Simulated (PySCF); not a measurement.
Molecule: `BCCCF`, C3H8BF.

Molfile (atoms numbered from 1):
```
C3H8BF
     RDKit          3D

 13 12  0  0  0  0  0  0  0  0999 V2000
    1.6507    0.7768   -0.0060 B   0  0  0  0  0  0  0  0  0  0  0  0
    0.8439   -0.5477    0.1214 C   0  0  0  0  0  0  0  0  0  0  0  0
   -0.5579   -0.6146   -0.4745 C   0  0  0  0  0  0  0  0  0  0  0  0
   -1.5463    0.2482    0.2739 C   0  0  0  0  0  0  0  0  0  0  0  0
   -1.6180   -0.1460    1.5917 F   0  0  0  0  0  0  0  0  0  0  0  0
    2.7356    0.8676    0.5240 H   0  0  0  0  0  0  0  0  0  0  0  0
    1.2504    1.7208   -0.6551 H   0  0  0  0  0  0  0  0  0  0  0  0
    0.8230   -0.8507    1.1851 H   0  0  0  0  0  0  0  0  0  0  0  0
    1.5080   -1.3116   -0.3363 H   0  0  0  0  0  0  0  0  0  0  0  0
   -0.5474   -0.2801   -1.5262 H   0  0  0  0  0  0  0  0  0  0  0  0
   -0.9347   -1.6513   -0.4788 H   0  0  0  0  0  0  0  0  0  0  0  0
   -2.5558    0.1724   -0.1648 H   0  0  0  0  0  0  0  0  0  0  0  0
   -1.2390    1.3098    0.2507 H   0  0  0  0  0  0  0  0  0  0  0  0
  1  2  1  0
  2  3  1  0
  3  4  1  0
  4  5  1  0
  1  6  1  0
  1  7  1  0
  2  8  1  0
  2  9  1  0
  3 10  1  0
  3 11  1  0
  4 12  1  0
  4 13  1  0
M  END
```

Geometry PBE0-D3(BJ)/def2-SVP throughout; GIAO in PySCF 2.14, gas phase, one conformer, non-relativistic; equivalent atoms averaged; basis pcSseg-2.

For orientation, WP04 gives these absolute shieldings σ: B1 7.1, C4 82.5, C2 144.3, C3 139.2, F5 417.5, H6/H7 24.96, H12/H13 27.25, H8/H9 29.84, H10/H11 29.83 ppm.

A run gave: B1 11.8, C4 99.4, C2 155.0, C3 152.7, F5 435.2, H6/H7 24.03, H12/H13 27.05, H8/H9 29.64, H10/H11 29.65 ppm (absolute shieldings σ).

Task: Which functional was used in that run?
A. CAM-B3LYP
B. BHandHLYP
C. PBE0
D. wB97X-D

Result: B. H6/H7 tells them apart best: BHandHLYP gives 24.03, CAM-B3LYP gives 23.57, PBE0 gives 23.41, wB97X-D gives 23.79 ppm.
